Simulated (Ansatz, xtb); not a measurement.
## Isomers of CH2BrF3Si in order of energy

3 gas-phase structures of CH2BrF3Si, found in a search over its isomers (lower ones may exist). Each was relaxed with GFN2-xTB; where two conformers were screened, the lower at r2SCAN-D4/def2-SVP is listed:

A. `F[Si](F)(F)CBr`, a singlet
B. `F[C@H](Br)[SiH](F)F`, a singlet
C. `FC[Si](F)(F)Br`, a singlet

Question: Make a reasoned guess at their ranking by r2SCAN-D4/def2-SVP single-point energy.

Answer: Calculated order at r2SCAN-D4/def2-SVP: A (0.000), C (0.925), B (2.435) eV.

Energies above the lowest of each column, in eV; the last columns are at PBE0-D3(BJ)/def2-SVP geometries and were run for some of them only (a dash: not run or not comparable):

| structure | GFN2-xTB | HF/STO-3G | r2SCAN-D4/def2-SVP | PBE0-D3(BJ)/def2-SVP | CCSD(T)/def2-SVP + ΔMP2/def2-TZVPP |
| --- | --- | --- | --- | --- | --- |
| A | 0.000 | 0.282 | 0.000 | 0.000 | 0.000 |
| C | 0.561 | 0.000 | 0.925 | 0.851 | 1.216 |
| B | 1.598 | 1.482 | 2.435 | – | – |

CCSD(T)/def2-SVP + ΔMP2/def2-TZVPP puts A lowest of those it was run on; HF/STO-3G picks C. Flexible structures stand in one conformer each, not always the lowest. Frequencies (PBE0-D3(BJ)/def2-SVP) were run for A, C alone. The ΔMP2 step shifts differences by up to 0.217 eV, which makes them less sure. ΔMP2 is the change of the MP2 energy from the smaller to the larger basis.

Programs: Ansatz 0.2.0, xtb 6.7.1.
